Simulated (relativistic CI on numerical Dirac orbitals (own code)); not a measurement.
## Sc3+ in a cubic cluster: 2p photoemission with charge transfer

Computed with a charge-transfer multiplet model of a cubic metal-ligand cluster with up to 2 ligand holes, Slater and spin-orbit integrals from Dirac-Coulomb-Breit ions, Slater integrals scaled by 0.7. The ground state mixes d0 with configurations of k ligand holes L, whose averages lie at kΔ + k(k − 1)U_dd/2; a core hole lowers each added d electron by U_cd. 20 K, Lorentzian 0.6 eV and Gaussian 0.8 eV FWHM.

Atomic integrals in eV (Slater integrals scaled, ζ unscaled), ground: F2dd 4.121, F4dd 2.525, zeta_d 0.005; with the core hole: F2dd 4.121, F4dd 2.525, zeta_d 0.020, zeta_core 3.003, F2cd 3.598, G1cd 2.586, G3cd 1.465. Where a configuration has fewer than two d electrons, the dd integrals are those of d2.

Cluster parameters (eV): Δ = 6.3, U_dd = 5.1, U_cd = 6.2, 10Dq(ligand) = 1.1, V(eg) = 1.4, V(t2g) = -0.77, final-state hopping factor = 0.8.

```csv
Case,n_d,d0,d1L,d2L2,S
10Dq = 1.7 eV,0.20,0.81,0.18,0.01,0.00
10Dq = 2 eV,0.20,0.81,0.18,0.01,0.00
10Dq = 2.3 eV,0.20,0.81,0.18,0.01,0.00
```

Weights, n_d and S are thermal averages at 20 K. Binding energies count from the first peak over 30 % of the highest in each spectrum, which can be another peak from case to case. The parameters are a model scan and need not match a compound or its usual spin state. Peaks in eV (height, largest 100):
- 10Dq = 1.7 eV: 0.0 (100), 4.8 (67), 9.7 (13)
- 10Dq = 2 eV: 0.0 (100), 4.9 (66), 9.7 (12)
- 10Dq = 2.3 eV: 0.0 (100), 2.0 (15), 4.8 (64), 9.7 (12)

A d0 ion has no d-d gap: its lowest excitations are ligand-to-metal charge transfer. With the core hole the average of the configuration with one ligand hole lies at Δ − U_cd = 0.1 eV before mixing: the effective hopping of about 2.7 eV (from the holes of the mixed ground state) is comparable with this gap or larger, so the configurations mix strongly.
